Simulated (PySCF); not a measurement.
Te(Br)(GeH3) (BrGeH3Te), SMILES [GeH3][Te]Br. Coordinates come from a PBE-D3(BJ)/def2-SVP optimisation. The structure was generated by enumeration, and PubChem lists no compound with its InChIKey, so it may never have been made. The def2 effective core potentials stand for the cores of Te; spin–orbit coupling is left out.

Computed equilibrium geometry at PBE-D3(BJ)/def2-SVP (PySCF confirms it by a frequency run) as Cartesian coordinates in Å, and its point group:
point group Cs.
```xyz
6

Te     1.0223    -0.0409     0.0000
Br    -0.7785    -1.8520     0.0000
Ge    -0.7144     1.8809     0.0000
H      0.1222     3.1887     0.0000
H     -1.5878     1.7872     1.2746
H     -1.5878     1.7872    -1.2746
```
